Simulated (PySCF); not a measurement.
**Identify the compound**

An unknown has the formula C4H9O2PSi2. Its calculated NMR data are:

¹H NMR (500 MHz, computed): δ 7.52 (m, 1H), 7.04 (m, 1H), 6.64 (m, 1H), 4.34 (m, 2H), 4.05 (m, 2H), 1.08 (m, 2H).

¹³C{¹H} NMR (computed): δ 250.3 (C), 191.3 (C), 148.5 (CH2), 132.9 (CH).

PySCF 2.14.0 with density-fitted response routines calculation with structure optimised with GFN2-xTB and GIAO PBE0/pcSseg-1 shieldings; equivalent nuclei averaged, single conformer, no relativistic terms, no solvent model.

δ = σ(ref) − σ, references computed at the same level: TMS for ¹H (σref 31.72) and ¹³C (σref 186.93).

Task: What is the structure?

Result: 
4 carbon signals for 4 carbons: no two carbons are equivalent. Carbon types of the structure: 2 × C, 1 × CH, 1 × CH2, leaving 6 H on heteroatoms. δC 250.3: carbonyl carbon. δC 191.3: ketone carbonyl carbon; low-lying n→π* states of the double bond to the heteroatom give a large paramagnetic term (-261 ppm). δC 148.5: β carbon of a C=C–C=O unit; conjugation with the carbonyl draws π density from the β position. δC 132.9: α carbon of a C=C–C=O unit; an sp2 carbon of a C=C bond. δH 7.52, 6.64: hydrogen on a β carbon of a C=C–C=O unit; attached to an sp2 carbon and in the plane of the double bond. δH 7.04: hydrogen on an α carbon of a C=C–C=O unit; attached to an sp2 carbon and in the plane of the double bond. δH 4.05: hydrogen on a silicon bonded to C, Si.

Structure: `C=CC(=O)C(=O)[SiH2][SiH2]P`.

This is the structure that produced the data.

Splittings by ³¹P in the carbon and heteronuclear signals aren't shown, as no couplings were computed. Shifts are as computed. Against solution values, carbons near 30 ppm lie about +3 ppm off and those near 130 ppm about +5 ppm. Of 1211 compounds with measured shifts, 218 miss one by over three times the rms of a fit or turn the order of signals round; such compounds aren't used in these exercises. No couplings were computed; multiplicities are counted from neighbouring protons, with m where these are inequivalent, close in shift, in a saturated or five-membered ring or joined by F or P, and br s for small geminal =CH2 splittings.
